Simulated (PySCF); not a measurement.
Species: C₄H₇FO₂.
Atom-mapped SMILES: `[F:1][C@H:2]1[CH2:3][O:4][CH2:5][CH2:6][O:7]1` (hydrogens: H8 on C2; H9, H10 on C3; H11, H12 on C5; H13, H14 on C6)

Structure used (PBE0-D3(BJ)/def2-SVP), in Å, numbered top down from 1:
```
atom  x, y, z in Å
F1     0.694   -0.531    2.017
C2     0.807    0.428    1.036
C3     1.346   -0.223   -0.228
O4     0.397   -1.049   -0.842
C5    -0.799   -0.354   -1.089
C6    -1.360    0.186    0.207
O7    -0.410    1.035    0.832
H8     1.495    1.208    1.404
H9     2.219   -0.843    0.020
H10    1.672    0.587   -0.913
H11   -1.500   -1.059   -1.559
H12   -0.621    0.485   -1.795
H13   -1.616   -0.649    0.882
H14   -2.260    0.793    0.036
```

All values: wB97X-D/def2-SVPD (PySCF, non-relativistic), on one gas-phase PBE0-D3(BJ)/def2-SVP geometry that isn't relaxed in the solvent. The solvent is an IEF-PCM continuum (van der Waals radii × 1.2), and excitations are vertical TDDFT with non-equilibrium linear response and a frozen core. Specific hydrogen bonds and non-electrostatic terms are outside this model.

Gas-phase singlets (H = HOMO, L = LUMO):

```tsv
state	E (eV)	λ (nm)	f	leading configuration
S1	7.516	165	0.015	H→L 82%
S2	8.259	150	0.014	H→L+4 39%
S3	8.307	149	0.075	H→L+1 57%
S4	8.440	147	0.013	H→L+2 50%
S5	8.632	144	0.032	H→L+3 41%
```

Task: What are the lowest 5 singlets in benzene (ε = 2.271)?

Result: 
| state | E (eV) | λ (nm) | f | leading configuration | change by rank (eV) |
| --- | --- | --- | --- | --- | --- |
| S1 | 7.521 | 165 | 0.014 | H→L 81% | +0.005 |
| S2 | 8.353 | 148 | 0.019 | H→L+4 44% | +0.094 |
| S3 | 8.368 | 148 | 0.105 | H→L+1 59% | +0.061 |
| S4 | 8.437 | 147 | 0.015 | H→L+2 33% | -0.003 |
| S5 | 8.659 | 143 | 0.040 | H→L+3 37% | +0.027 |

Task: Give the list for acetonitrile (ε = 35.69), n² = 1.81.

Result: 
| state | E (eV) | λ (nm) | f | leading configuration | change by rank (eV) |
| --- | --- | --- | --- | --- | --- |
| S1 | 7.530 | 165 | 0.006 | H→L 81% | +0.014 |
| S2 | 8.398 | 148 | 0.003 | H→L+2 43% | +0.139 |
| S3 | 8.463 | 147 | 0.108 | H→L+3 35% | +0.156 |
| S4 | 8.534 | 145 | 0.017 | H→L+4 52% | +0.094 |
| S5 | 8.731 | 142 | 0.034 | H→L+3 35% | +0.099 |

Task: How do the frontier levels move from gas to acetonitrile?

Result: 
```csv
orbital,gas (eV),solvent (eV),change (eV)
LUMO+2,3.13,3.18,+0.05
LUMO+1,2.82,3.15,+0.33
LUMO,2.25,2.40,+0.15
HOMO,-9.43,-9.38,+0.05
HOMO-1,-10.66,-10.61,+0.05
HOMO-2,-10.99,-10.93,+0.06
HOMO-3,-12.39,-12.34,+0.05
```

The HOMO–LUMO gap goes from 11.69 to 11.77 eV. Rows go by rank; for LUMO, LUMO+1 and LUMO+2 the atom shares or the degeneracy differ between the runs, so the row needn't follow one orbital.
